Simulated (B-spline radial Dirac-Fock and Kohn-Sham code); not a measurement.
# Relativistic shifts of the levels of Dy²²⁺

System: Dy²²⁺ in the configuration [Kr] 4d8.

Both columns are ΔSCF binding energies of the configuration average from a radial finite-basis atomic code: non-relativistic Hartree-Fock with a point nucleus, and Dirac-Fock with a finite nucleus and the Coulomb interaction alone, averaged over the two j levels with weights 2j+1.

```
shell  Hartree-Fock (eV)  Dirac-Fock (eV)  shift (eV)  shift (%)
   1s            51268.4          54686.8    +3418.41      +6.67
   2s             8862.3           9747.2     +884.93      +9.99
   2p             8456.6           8741.0     +284.41      +3.36
   3s             2506.8           2718.8     +212.03      +8.46
   3p             2324.8           2400.7      +75.87      +3.26
   4s              965.5           1024.7      +59.16      +6.13
   4p              887.5            909.0      +21.46      +2.42
   4d              750.9            748.5       -2.47      -0.33
```

Relativity binds 1s, 2s, 2p, 3s, 3p, 4s, 4p more strongly, among those listed most of all 2s in relative terms, and 4d more weakly, because the contracted s and p shells screen the nucleus better.

Values without a named source are computed, but for edge energies of neutral atoms, which are taken from tables.
